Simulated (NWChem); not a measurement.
System: CdNH₂F; SMILES [NH2][Cd][F]

The following NWChem deck was run.

```
start job
memory heap 200 mb stack 900 mb global 1100 mb
geometry units angstroms noautoz
  Cd     0.493958    -0.268170     0.039979
  F     -0.009490    -2.130691     0.046925
  N      1.028943     1.656301     0.037786
  H      0.488919     2.189681    -0.643577
  H      2.005731     1.765753    -0.235839
end
basis spherical
  Cd library sto-3g
  F library sto-3g
  N library sto-3g
  H library sto-3g
end
dft
  xc xpbe96 cpbe96
  iterations 150
  mulliken
end
task dft energy
```

NWChem printed, in part:

```
             Northwest Computational Chemistry Package (NWChem) 7.3.0
             --------------------------------------------------------

 C1  symmetry detected

                             Geometry "geometry" -> ""
                             -------------------------

 Output coordinates in angstroms (scale by  1.889725989 to convert to a.u.)

  No.       Tag          Charge          X              Y              Z
 ---- ---------------- ---------- -------------- -------------- --------------
    1 Cd                  48.0000    -0.00221585    -0.02071194     0.01439204
    2 F                    9.0000     0.00521647    -1.94979616    -0.01834070
    3 N                    7.0000     0.00515397     1.97641182     0.04967310
    4 H                    1.0000    -0.80172081     2.35817243    -0.44387286
    5 H                    1.0000     0.82505541     2.34928335    -0.42959052

 Effective nuclear repulsion energy (a.u.)     245.6647041028

  pbe96 is a nonlocal functional; adding pw91lda local functional.

                                 NWChem DFT Module
                                 -----------------

 Summary of "ao basis" -> "ao basis" (spherical)
 ------------------------------------------------------------------------------
       Tag                 Description            Shells   Functions and Types
 ---------------- ------------------------------  ------  ---------------------
 Cd                          sto-3g                 11       27   5s4p2d
 F                           sto-3g                  3        5   2s1p
 N                           sto-3g                  3        5   2s1p
 H                           sto-3g                  1        1   1s

            General Information
            -------------------
          SCF calculation type: DFT
          Wavefunction type:  closed shell.
          No. of atoms     :     5
          No. of electrons :    66
           Alpha electrons :    33
            Beta electrons :    33
          Charge           :     0
          Spin multiplicity:     1
          Use of symmetry is: off; symmetry adaption is: off
          Maximum number of iterations: 150
          AO basis - number of functions:    39
                     number of shells:    19
          Convergence on energy requested:  1.00D-06
          Convergence on density requested:  1.00D-05
          Convergence on gradient requested:  5.00D-04

              XC Information
              --------------
          PerdewBurkeErnzerhof Exchange Functional  1.000
            Perdew 1991 LDA Correlation Functional  1.000 local
           PerdewBurkeErnz. Correlation Functional  1.000 non-local

             Grid Information
             ----------------
          Grid used for XC integration:  medium
          Radial quadrature: Mura-Knowles
          Angular quadrature: Lebedev.
          Tag              B.-S. Rad. Rad. Pts. Rad. Cut. Ang. Pts.
          ---              ---------- --------- --------- ---------
          Cd                  1.55      123           8.0       590
          F                   0.50       49          11.0       434
          N                   0.65       49           8.0       434
          H                   0.35       45           8.0       434
          Grid pruning is: on
          Number of quadrature shells:   311
          Spatial weights used:  Erf1

      Superposition of Atomic Density Guess
      -------------------------------------

 Sum of atomic energies:       -5564.08205514

      Non-variational initial energy
      ------------------------------

 Total energy =   -5563.961351
 1-e energy   =   -8205.690760
 2-e energy   =    2396.064706
 HOMO         =      -0.151361
 LUMO         =       0.165027

     ---------------------------------------------
      Total Density - Mulliken Population Analysis
     ---------------------------------------------

    Atom       Charge   Shell Charges
 -----------   ------   -------------------------------------------------------
    1 Cd  48    46.96   2.00  2.00  6.00  2.00  5.99  1.99  5.83  0.90  0.45 10.00  9.80
    2 F    9     9.70   2.00  1.96  5.73
    3 N    7     7.81   2.00  1.69  4.12
    4 H    1     0.77   0.77
    5 H    1     0.77   0.77

   convergence    iter        energy       DeltaE   RMS-Dens  Diis-err
 ---------------- ----- ----------------- --------- --------- ---------
 d= 0,ls=0.0,diis     1  -5566.2519609704 -5.81D+03  1.23D-01  5.97D-01
 d= 0,ls=0.0,diis     2  -5559.9755576243  6.28D+00  9.70D-02  3.76D+01
 d= 0,ls=0.0,diis     3  -5566.3309134371 -6.36D+00  2.14D-02  5.41D-01
 d= 0,ls=0.0,diis     4  -5566.3855357948 -5.46D-02  1.14D-02  2.28D-01
 d= 0,ls=0.0,diis     5  -5566.4261169130 -4.06D-02  3.58D-03  1.30D-02
  Resetting Diis
 d= 0,ls=0.0,diis     6  -5566.4285713079 -2.45D-03  1.16D-03  5.95D-04
 d= 0,ls=0.0,diis     7  -5566.4287159941 -1.45D-04  4.74D-04  1.62D-05
 d= 0,ls=0.0,diis     8  -5566.4286896302  2.64D-05  3.30D-04  1.42D-04
 d= 0,ls=0.0,diis     9  -5566.4287199903 -3.04D-05  3.43D-05  3.76D-07
 d= 0,ls=0.0,diis    10  -5566.4287200961 -1.06D-07  6.70D-06  2.77D-08

         Total DFT energy =    -5566.428720096131
      One electron energy =    -8195.719870925981
           Coulomb energy =     2552.374450000390
    Exchange-Corr. energy =     -168.748003273380
 Nuclear repulsion energy =      245.664704102841

 Numeric. integr. density =       66.000010001758

                       DFT Final Molecular Orbital Analysis
                       ------------------------------------

 Vector   31  Occ=2.000000D+00  E=-8.257091D-02
              MO Center=  4.4D-03, -6.3D-01, -6.4D-02, r^2= 3.3D+00
   Bfn.  Coefficient  Atom+Function         Bfn.  Coefficient  Atom+Function
  ----- ------------  ---------------      ----- ------------  ---------------
    32      0.741329  2 F  pz                37      0.359708  3 N  pz
    17      0.286951  1 Cd pz                24      0.268928  1 Cd d -1
    36      0.215956  3 N  py                14     -0.185310  1 Cd s
    34      0.181518  3 N  s                 13     -0.120747  1 Cd pz
    19     -0.077054  1 Cd d -1              27     -0.069568  1 Cd d  2

 Vector   32  Occ=2.000000D+00  E=-6.961777D-02
              MO Center=  1.8D-03, -1.2D+00, -9.3D-03, r^2= 1.4D+00
   Bfn.  Coefficient  Atom+Function         Bfn.  Coefficient  Atom+Function
  ----- ------------  ---------------      ----- ------------  ---------------
    30      0.799853  2 F  px                23      0.562817  1 Cd d -2
    15      0.207689  1 Cd px                18     -0.160971  1 Cd d -2
    11     -0.083122  1 Cd px                38      0.065646  4 H  s
    39     -0.064512  5 H  s                  7      0.035539  1 Cd px
    35     -0.032102  3 N  px

 Vector   33  Occ=2.000000D+00  E=-3.413007D-02
              MO Center=  3.0D-03,  8.9D-01,  1.0D-01, r^2= 3.0D+00
   Bfn.  Coefficient  Atom+Function         Bfn.  Coefficient  Atom+Function
  ----- ------------  ---------------      ----- ------------  ---------------
    37      0.638776  3 N  pz                24     -0.457605  1 Cd d -1
    32     -0.420852  2 F  pz                34      0.340817  3 N  s
    36      0.289801  3 N  py                14     -0.148088  1 Cd s
    19      0.130561  1 Cd d -1              31      0.099803  2 F  py
    38     -0.091256  4 H  s                 39     -0.091548  5 H  s

 Vector   34  Occ=0.000000D+00  E= 1.392637D-01
              MO Center= -6.7D-02, -9.7D-02,  1.3D-01, r^2= 2.6D+00
   Bfn.  Coefficient  Atom+Function         Bfn.  Coefficient  Atom+Function
  ----- ------------  ---------------      ----- ------------  ---------------
    14      0.785920  1 Cd s                 31     -0.508675  2 F  py
    34     -0.446777  3 N  s                 27     -0.428100  1 Cd d  2
    36      0.416243  3 N  py                25     -0.246181  1 Cd d  0
    29     -0.212536  2 F  s                 10     -0.201770  1 Cd s
    39      0.156112  5 H  s                 38      0.140203  4 H  s

 Vector   35  Occ=0.000000D+00  E= 1.506590D-01
              MO Center=  6.4D-02, -1.2D-01,  9.8D-03, r^2= 2.4D+00
   Bfn.  Coefficient  Atom+Function         Bfn.  Coefficient  Atom+Function
  ----- ------------  ---------------      ----- ------------  ---------------
    15      1.011471  1 Cd px                11     -0.382207  1 Cd px
    30     -0.309822  2 F  px                 7      0.162341  1 Cd px
    38      0.132062  4 H  s                 39     -0.109475  5 H  s
     3     -0.061752  1 Cd px                14      0.053528  1 Cd s
    35     -0.039325  3 N  px                31     -0.036451  2 F  py

 Vector   36  Occ=0.000000D+00  E= 1.649964D-01
              MO Center=  2.8D-04,  1.3D-02, -8.2D-02, r^2= 2.5D+00
   Bfn.  Coefficient  Atom+Function         Bfn.  Coefficient  Atom+Function
  ----- ------------  ---------------      ----- ------------  ---------------
    17      0.988192  1 Cd pz                13     -0.370638  1 Cd pz
    32     -0.286257  2 F  pz                37     -0.276132  3 N  pz
     9      0.157362  1 Cd pz                36     -0.154251  3 N  py
    14     -0.093273  1 Cd s                 34     -0.083437  3 N  s
    31      0.062109  2 F  py                39      0.061429  5 H  s

     ---------------------------------------------
      Total Density - Mulliken Population Analysis
     ---------------------------------------------

    Atom       Charge   Shell Charges
 -----------   ------   -------------------------------------------------------
    1 Cd  48    47.60   2.00  2.00  6.00  2.00  5.99  2.00  5.86  1.22  0.95  9.99  9.60
    2 F    9     9.17   2.00  1.97  5.20
    3 N    7     7.51   1.99  1.64  3.88
    4 H    1     0.86   0.86
    5 H    1     0.86   0.86

     -------------------------------------------
      Total Density - Lowdin Population Analysis
     -------------------------------------------

[...]
```

Level: PBE/STO-3G, non-relativistic. All runs use the structure optimised with PBE0/def2-SVP (def2 core potentials past Kr).
